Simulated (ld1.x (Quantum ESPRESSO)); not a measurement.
Which change was made? (Br, TM semilocal)

bromine (Br), norm-conserving Troullier–Martins (semilocal form), made with ld1.x (Quantum ESPRESSO) 7.5 (PBE, scalar-relativistic). Core [Ar], reference 3d10 4s2 4p5. Waves: 4s (bound): rc 1.00 bohr; 3d (bound): rc 0.50 bohr; 4p (bound): rc 1.35 bohr. Local part: the p channel. Core correction: none.

Cutoffs, loose and tight: the cutoffs (Ry, on a coarse ladder) from which the occupation-weighted sum of valence levels, in a spherical-Bessel basis at the reference potential, stays within 10 and 1 mRy of its value at 400 Ry. They do not see the model core or the augmentation charge, which bear on the density cutoff. Test errors are all-electron minus pseudo excitation energies from the reference, over the configurations 3d10 4s2 4p4; 3d10 4s2 4p3; 3d10 4s2 4p2; 3d10 4s1 4p6; 3d10 4s1 4p5; 3d10 4s2 4p5.3; 3d10 4s2 4p4.5; variants that change the core or the reference have their own tests.

The base gives: outcome: generated; bound ghosts: not determined; largest test error (meV): +42.

Question: After one change the result is: outcome: generated; bound ghosts: not determined; largest test error (meV): -158. Which change was it?
A. all radii scaled by about 1.38 (s 1.38, p 1.86, d 0.68 bohr)
B. functional LDA (PZ)
C. reference 3d10 4s2 4p3.5

Answer: C. The others give: functional LDA (PZ) → outcome: generated; bound ghosts: not determined; largest test error (meV): +58 | all radii scaled by about 1.38 (s 1.38, p 1.86, d 0.68 bohr) → outcome: generated; bound ghosts: not determined; largest test error (meV): +17.
